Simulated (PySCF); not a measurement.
## Polarisability as a sum over states

C8H8S.
Geometry (GFN2-xTB, Å), atoms numbered from 1 in this order:
```xyz
17
C8H8S angstrom
C     -1.574   -1.244    0.445
C     -0.693   -0.278    0.134
C      0.723   -0.187   -0.007
C      1.458    0.914   -0.364
C      2.842    0.663   -0.419
C      3.154   -0.621   -0.103
S      1.761   -1.558    0.269
C     -1.763    0.775   -0.043
C     -2.769   -0.345    0.322
H     -1.485   -2.285    0.694
H      1.012    1.869   -0.580
H      3.574    1.405   -0.682
H      4.121   -1.081   -0.064
H     -1.718    1.602    0.664
H     -1.859    1.167   -1.053
H     -3.471   -0.607   -0.469
H     -3.321   -0.178    1.247
```

Computed with PySCF, TDDFT PBE0/def2-SVPD, vertical, gas phase, core orbitals frozen in the response.

Excitation energies and transition dipoles (atomic units, axes of the coordinates) of those of the lowest 6 singlets that add 0.02 au or more to the mean polarisability:

```tsv
state	ΔE (hartree)	μx	μy	μz
S1	0.1633	1.804	0.166	-0.191
S2	0.1946	-0.248	-0.571	0.174
S5	0.2248	-0.381	-0.296	0.112
S6	0.2311	0.016	0.043	0.218
```

What does each state add to αxx, αyy and αzz, and how do the sums compare with the full static tensor?

Each state adds 2 μα² / ΔE.

```csv
state,αxx (au),αyy (au),αzz (au)
S1,39.85,0.34,0.45
S2,0.63,3.35,0.31
S5,1.29,0.78,0.11
S6,0.00,0.02,0.41
all 6 states,41.8,4.5,1.3
full response,159.5,108.9,72.4
share (%),26,4,2
```

The rest comes from the higher roots of the same response equations.

Give the full tensor and its principal values.

In au, rows and columns x, y, z:
```
x   159.5   6.4  -9.3
y     6.4 108.9 -11.0
z    -9.3 -11.0  72.4
```
Principal values 68.8, 110.5 and 161.5 au; mean 113.6 au (16.83 Å³).

By how much does the contribution of these states grow at 532 nm?

With ω = 0.0856 hartree each state's term in the mean polarisability goes from f / ΔE² to f / (ΔE² − ω²), f = (2/3) ΔE |μ|²; the sum over all 6 states goes from 15.85 to 21.48 au, a rise of 5.63 au.

A one-level model with all 46 active electrons at a single energy would need ΔE = √(N/α) = 17.3 eV to give this α, against S1 at 4.44 eV.

One conformer stands for the species.
